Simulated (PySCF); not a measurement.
Species: C6H12O.
InChI=1S/C6H12O/c1-5-2-3-6(7)4-5/h5-7H,2-4H2,1H3/t5-,6+/m1/s1

Computed, not measured: TDDFT CAM-B3LYP/def2-SVPD, vertical, gas phase, core orbitals frozen in the response in PySCF 2.14.0, density-fitted response routines. The structure is a single GFN2-xTB conformer in the gas phase; no vibrational or solvent corrections.

| state | E (eV) | E (kJ/mol) | λ (nm) | f | main configurations (H = HOMO, L = LUMO) |
| --- | --- | --- | --- | --- | --- |
| S1 | 6.94 | 669 | 178.7 | 0.013 | H→L (61%), H→L+1 (23%), H→L+2 (9%) |
| S2 | 7.77 | 750 | 159.5 | 0.0024 | H→L+1 (59%), H→L+2 (19%), H→L (12%) |
| S3 | 8.16 | 787 | 152.0 | 0.0019 | H→L+2 (49%), H→L (19%), H→L+5 (10%) |
| S4 | 8.39 | 810 | 147.7 | 0.013 | H-1→L (76%), H-1→L+2 (9%) |
| S5 | 8.56 | 826 | 144.8 | 0.0072 | H→L+3 (71%), H→L+5 (8%) |
| S6 | 8.77 | 846 | 141.4 | 0.0022 | H-2→L (48%), H-1→L+1 (24%), H-2→L+1 (14%) |
| S7 | 8.83 | 852 | 140.5 | 0.029 | H-1→L+1 (43%), H-2→L (19%), H-3→L (11%) |
| S8 | 8.90 | 859 | 139.3 | 0.014 | H-3→L (59%), H-3→L+1 (18%), H-1→L+1 (10%) |

Triplets, Tamm–Dancoff:

| state | E (eV) | λ (nm) | main configurations (H = HOMO, L = LUMO) |
| --- | --- | --- | --- |
| T1 | 6.67 | 185.8 | H→L (54%), H→L+1 (24%), H→L+2 (11%) |
| T2 | 7.67 | 161.6 | H→L+1 (57%), H→L+2 (17%), H→L (14%) |
| T3 | 7.99 | 155.3 | H→L+2 (44%), H→L (20%), H→L+5 (12%) |

The lowest singlet comes at 179 nm (669 kJ/mol) in the vacuum ultraviolet; it is weak; its leading configuration is HOMO→LUMO (61%). The strongest level in the table is S7 at 8.83 eV (140 nm, f = 0.029). Löwdin shares by element: HOMO oxygen 52%, carbon 33% or more; LUMO carbon 20% or more, oxygen 11%, hydrogen 10% or more (atoms not listed hold the other 60%). The listed states span 1.96 eV, and the widest gap between neighbours is 0.83 eV (S1 to S2). Weighted by f, the mean energy of these states is 8.40 eV. The oscillator strengths of these states sum to 0.083; summed over the whole spectrum of an exact calculation they would give the number of electrons, 56 (Thomas–Reiche–Kuhn). The window holds the lowest 8 singlets.

On Arm Neoverse V2, one thread, on a shared host, this took 68 s (with the writing of density and orbital grids).
